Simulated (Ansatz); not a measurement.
**Worked example: the step energy**

An elementary step of Si$_{4}$H$_{10}$Cl$_{2}$, closed shell (Si₄H₉Cl ([SiH3][Si]([SiH3])([SiH3])[Cl]) + HCl → Si₃H₆Cl₂ ([SiH3][Si]([SiH3])([Cl])[Cl]) + SiH₄; Si–Si, H–Cl broken or loosened, Si–Cl, Si–H formed or tightened). “Start” and “end” are the PBE0-D4/def2-TZVP structures reached by relaxing down either side of its saddle point, with the molecules still in contact.

Ansatz 0.2.0; basis: def2-TZVPP and def2-QZVPP; cores frozen in the correlated methods.

Energies in eV:

| quantity | end | start |
| --- | --- | --- |
| Hartree–Fock, triple zeta (X = 3) | -56618.91454 | -56617.67288 |
| Hartree–Fock, quadruple zeta (X = 4) | -56620.58387 | -56619.33015 |
| MP2 correlation, X = 3 | -24.35350 | -24.65145 |
| MP2 correlation, X = 4 | -26.48467 | -26.78592 |
| CCSD(T) correlation, X = 3 | -28.47862 | -28.84161 |

Problem. Work out the step energy at the basis limit: extrapolate Hartree–Fock as E(X) = E∞ + A exp(−7.88 √X) and the MP2 correlation as E(X) = E∞ + B X^−2.97 (the exponents that Neese and Valeev fitted for def2-TZVPP and QZVPP), then add CCSD(T) − MP2 in triple zeta.

Solution. Each step is linear, so take the differences first (end − start): Hartree–Fock -1.24166 (X = 3) and -1.25372 (X = 4); MP2 correlation 0.29795 and 0.30125; CCSD(T) correlation 0.36299.
Two points give E∞ = E(4) + w [E(4) − E(3)], with w = 1/(exp(7.88 (2 − √3)) − 1) = 0.1377 for Hartree–Fock and w = 1/((4/3)^2.97 − 1) = 0.7407 for the correlation.
Hartree–Fock: -1.25372 + 0.1377 × (-0.01206) = -1.2554 eV.
MP2 correlation: 0.30125 + 0.7407 × 0.00330 = 0.3037 eV.
CCSD(T) − MP2: 0.36299 − 0.29795 = 0.0650 eV.
Sum: -1.2554 + 0.3037 + 0.0650 = -0.8867 eV, or -20.45 kcal/mol. Plain CCSD(T) in triple zeta gives -0.8787 eV, so the larger basis shifts the result by -0.0080 eV.

The T1 diagnostic stays at or below 0.014.

Labels in which every atom is bracketed show which atoms are joined, not bond orders.

For scale, one of the runs: CCSD(T)/def2-TZVPP, 392 basis functions, launched by `ansatz run in.yaml --threads 4 --pin off --events-out ev --progress --plain --max-ram 41984MiB --backend cuda --devices 0, --max-vram 37GiB`. Hardware: 4 CPU threads of an AMD EPYC 7R13 and a share of one NVIDIA H100, shared host. Wall time 16 s; peak host memory 0.9 GiB.
